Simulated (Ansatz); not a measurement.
## Telling isomers of CH4OSb apart by their spectra

These gas-phase data were calculated for one isomer of CH4OSb at PBE-D3(BJ)/def2-SVP (harmonic, unscaled wavenumbers; equilibrium rotational constants with average atomic masses):

* rotational constants: 8.39, 6.365, 3.707 GHz
* all wavenumbers above 1500 cm⁻¹: 3695, 3106, 3100, 2982

Candidates:

(1) `C[O][SbH]`, a doublet
(2) `[CH3][Sb][OH]`, a doublet

Which candidate do the data belong to?

Candidate (2). The band at 3695 cm⁻¹ lies where the O–H stretch is expected; (1) has no mode between 3300 and 4000 cm⁻¹.

The same quantities for all candidates:

|  | rotational constants (GHz) | wavenumbers above 1500 cm⁻¹ | E above the lowest, PBE-D3(BJ)/def2-SVP (kcal/mol) |
| --- | --- | --- | --- |
| (1) | 36.99, 3.074, 2.893 | 3011, 2966, 2900, 1810 | 13.2 |
| (2) | 8.39, 6.365, 3.707 | 3695, 3106, 3100, 2982 | 0.0 |

Harmonic stretches to hydrogen usually lie a few per cent above observed fundamentals. Each candidate is one conformer. Open shells are spin-unrestricted. Atoms past krypton carry core potentials. Programs: Ansatz 0.2.0.
